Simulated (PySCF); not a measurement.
C5H9NO, SMILES CN1CCCC1=O. Heavy atoms are numbered as in [CH3:1][N:2]1[CH2:3][CH2:4][CH2:5][C:6]1=[O:7]. Hydrogens are named by the atom that carries them.

Geometry: B3LYP-D3(BJ)/def2-SVP. One conformer was computed; it need not be the lowest.

Calculation: KT2/pcSseg-1 run with PySCF.

GIAO shieldings, no solvent; atoms alike by connectivity are averaged. δ = σ(ref) − σ: ¹³C against TMS (σ = 185.1 ppm); ¹⁵N against NH3 (σ = 266.2 ppm); ¹⁷O against H2O (σ = 330.4 ppm); ¹H against TMS (σ = 31.47 ppm), references at their B3LYP-D3(BJ)/def2-TZVP geometries, non-relativistic.

Computed chemical shifts:
```
nucleus     atoms  count  δ (ppm)
-------  --------  -----  -------
¹³C            C6      1    164.1
¹³C      C3 (CH2)      1     53.8
¹³C      C5 (CH2)      1     33.6
¹³C      C1 (CH3)      1     31.6
¹³C      C4 (CH2)      1     24.1
¹⁵N            N2      1    133.6
¹⁷O            O7      1    366.2
¹H        H on C3      2     3.49
¹H        H on C1      3     3.10
¹H        H on C5      2     2.28
¹H        H on C4      2     2.07
```
